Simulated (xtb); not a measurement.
In(F)(Me)2 (C₂H₆FIn), SMILES [CH3][In]([CH3])[F]. All values are semi-empirical tight-binding results from xtb (GFN2-xTB unless named), good for trends rather than for accurate numbers. Geometry optimised at GFN2-xTB. The structure was generated by enumeration; whether it is a known compound was not checked.

A frequency run showed that this geometry is not a minimum.

For metal compounds this method's bond lengths and energies can be far off.

Computed properties:
```yaml
point_group_as_xtb_finds_it: C2
orbital_gap: 3.31 eV
```
